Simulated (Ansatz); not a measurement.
C3H15NSi3, singlet, at a GFN2-xTB geometry, atoms displaced at random by about 0.08 Å a coordinate; PBE/STO-3G, gradient in Ansatz (an electronic-structure program).

Input for Ansatz:
Ansatz 0.2 input:
```yaml
crystal:
  periodic: [false, false, false]
  atoms:
    - {symbol: Si, position_ang: [2.69830394, 0.60617538, -0.20584732]}
    - {symbol: C, position_ang: [4.24194503, -0.36129128, -0.58572251]}
    - {symbol: Si, position_ang: [0.68773892, -0.47867046, 0.28440560]}
    - {symbol: Si, position_ang: [-0.95331650, 0.80117714, 0.37779006]}
    - {symbol: N, position_ang: [-2.42008330, -0.13312786, 0.00625548]}
    - {symbol: C, position_ang: [-2.57080824, -1.54333961, 0.36842699]}
    - {symbol: C, position_ang: [-3.86624514, 0.38096172, -0.51584318]}
    - {symbol: H, position_ang: [2.66041092, 1.32453932, -1.45966757]}
    - {symbol: H, position_ang: [3.04870365, 1.65280460, 0.74408816]}
    - {symbol: H, position_ang: [5.15656742, 0.08988625, -0.54384789]}
    - {symbol: H, position_ang: [4.08149383, -1.10654376, -1.19885388]}
    - {symbol: H, position_ang: [4.40953991, -1.00771523, 0.49230413]}
    - {symbol: H, position_ang: [0.65534560, -1.68028896, -0.56349152]}
    - {symbol: H, position_ang: [1.05913278, -1.22820149, 1.65872929]}
    - {symbol: H, position_ang: [-1.10727462, 1.80540358, -0.40906960]}
    - {symbol: H, position_ang: [-1.27162010, 1.55649415, 1.65597185]}
    - {symbol: H, position_ang: [-1.72014242, -1.92854917, 0.77060922]}
    - {symbol: H, position_ang: [-3.22674076, -1.60817250, 1.39930842]}
    - {symbol: H, position_ang: [-3.20867142, -2.15594293, -0.42019850]}
    - {symbol: H, position_ang: [-4.13911352, -0.31087877, -1.38938597]}
    - {symbol: H, position_ang: [-4.40779534, 0.48385894, 0.19291115]}
    - {symbol: H, position_ang: [-3.64966700, 1.26284074, -1.06278371]}
basis:
  gaussian:
    orbitals: STO-3G
hamiltonian:
  xc: pbe
output: {forces: true}
```

What the program printed (banner, timings and long lists left out):

```
Functional definition: PBE
779 factors; integrals over basis functions are off by at most 3.6e-5 eV
mean field evaluation 1: about -28118.7594 eV, gradient 3.3e1 eV
mean field evaluation 2: about -28114.7784 eV, gradient 4.9e1 eV
mean field evaluation 4: about -28122.3826 eV, gradient 2.3e0 eV
mean field evaluation 8: about -28122.2121 eV, gradient 6.2e-2 eV
mean field -28122.21210158 eV, -1033.4722328131 hartree, gradient 5.8e-5 eV, S^2 0.000000; 0 other end points of the search recorded, 0 dependent functions left out
the calculation of the forces begins
reference -28122.21213739 eV, -1033.4722341289 hartree; 41, 41 occupied and 21, 21 virtual orbitals, 779 factors
Total energy: -28122.21213739 eV, -1033.4722341289 hartree
Atom 0 at     2.698304     0.606175    -0.205847 Å, force    -0.283769     0.890835    -0.893126 eV/Å
Atom 1 at     4.241945    -0.361291    -0.585723 Å, force    -1.901577    -0.705802    10.266651 eV/Å
Atom 2 at     0.687739    -0.478670     0.284406 Å, force     5.859270    -3.726800     2.130590 eV/Å
Atom 3 at    -0.953317     0.801177     0.377790 Å, force    -5.008785    -1.420394     4.452609 eV/Å
Atom 4 at    -2.420083    -0.133128     0.006255 Å, force    -2.200381    -0.105319    -1.735423 eV/Å
Atom 5 at    -2.570808    -1.543340     0.368427 Å, force    -6.967610     1.272668     1.436579 eV/Å
Atom 6 at    -3.866245     0.380962    -0.515843 Å, force    12.939973    -3.979764   -11.711632 eV/Å
Atom 7 at     2.660411     1.324539    -1.459668 Å, force    -0.847081     0.434958    -0.266732 eV/Å
Atom 8 at     3.048704     1.652805     0.744088 Å, force    -0.155705    -0.154051     0.308137 eV/Å
Atom 9 at     5.156567     0.089886    -0.543848 Å, force     3.145780     2.297601    -1.222792 eV/Å
Atom 10 at     4.081494    -1.106544    -1.198854 Å, force    -0.460900    -4.569926    -4.980869 eV/Å
Atom 11 at     4.409540    -1.007715     0.492304 Å, force    -0.633922     1.561959    -3.120220 eV/Å
Atom 12 at     0.655346    -1.680289    -0.563492 Å, force    -0.487259     0.570371    -0.229308 eV/Å
Atom 13 at     1.059133    -1.228201     1.658729 Å, force    -0.950606     1.530135    -2.004759 eV/Å
Atom 14 at    -1.107275     1.805404    -0.409070 Å, force     0.099305     4.599094    -4.223943 eV/Å
Atom 15 at    -1.271620     1.556494     1.655972 Å, force     0.937630    -0.802455    -0.295631 eV/Å
Atom 16 at    -1.720142    -1.928549     0.770609 Å, force     4.315936    -2.265408     0.396317 eV/Å
Atom 17 at    -3.226741    -1.608173     1.399308 Å, force     0.640098    -0.108744    -2.279830 eV/Å
Atom 18 at    -3.208671    -2.155943    -0.420198 Å, force     1.870151     0.754974     1.348947 eV/Å
Atom 19 at    -4.139114    -0.310879    -1.389386 Å, force    -0.449012     0.211181     1.793817 eV/Å
Atom 20 at    -4.407795     0.483859     0.192911 Å, force    -9.545246     1.403673    11.181693 eV/Å
Atom 21 at    -3.649667     1.262841    -1.062784 Å, force     0.083709     2.311215    -0.351075 eV/Å
Dipole moment:    -0.031068    -0.036095     0.004613 e Å
```
